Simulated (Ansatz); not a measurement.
Species: BSiH3F, charge 0, doublet. BSiH3F (SMILES F[B][SiH3], doublet).
B3LYP-D3(BJ)/def2-TZVP minimum from Ansatz (an electronic-structure program):
```
Si
H 1 1.4822
H 1 1.4822 2 108.82
H 1 1.4877 2 109.21 3 -119.14
B 1 2.0324 2 106.27 3 114.06
F 5 1.3043 1 129.21 2 122.10
```
Charge 0, spin multiplicity 2.

Total energies in aug-cc-pV(D+d)Z, 17 correlated electrons, 7 frozen orbitals. Open shells are spin-unrestricted; no spin-orbit coupling. Correlated methods leave the cores frozen. No relativity.

```csv
method,program,energy (Eh),minus CCSDT(Q) (mEh)
HF,Ansatz,-414.79325,418.85
MP2,Ansatz,-415.16250,49.60
CCSD,Ansatz,-415.19929,12.81
CCSD(T),Ansatz,-415.21018,1.92
CCSDT(Q),Ansatz,-415.21210,0.00
```

Rough core times of Ansatz's runs on a shared machine: CCSD(T) 20 s, CCSDT(Q) 60 min.
